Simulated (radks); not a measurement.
The numbers below are computed, except where a source is named.
Species: Mg+. Configuration: [Ne] 3s1. Code: a radial shooting solver on a logarithmic mesh with Libxc functionals. Model: Dirac Kohn-Sham, RPBE, spin-unpolarised, spherical densities, finite nucleus; Fermi nuclear charge, rms radius 3.057 fm.

Unscreened Slater integrals over Kohn-Sham orbitals (cm^-1). Large and small components are both included.

integral          value
F0(3s1/2,3s1/2)   70351
F0(3s1/2,2p3/2)   93574
G1(3s1/2,2p3/2)  5762.0
F0(3s1/2,2p1/2)   93597
G1(3s1/2,2p1/2)  5749.6
F0(3s1/2,2s1/2)   93419
G0(3s1/2,2s1/2)  4456.7
F0(2p3/2,2p3/2)  295300
F2(2p3/2,2p3/2)  133430
F0(2p3/2,2p1/2)  295790
G2(2p3/2,2p1/2)  133540
F0(2p3/2,2s1/2)  289580
G1(2p3/2,2s1/2)  174090
F0(2p1/2,2p1/2)  296290
F0(2p1/2,2s1/2)  290020
G1(2p1/2,2s1/2)  174180
F0(2s1/2,2s1/2)  286870
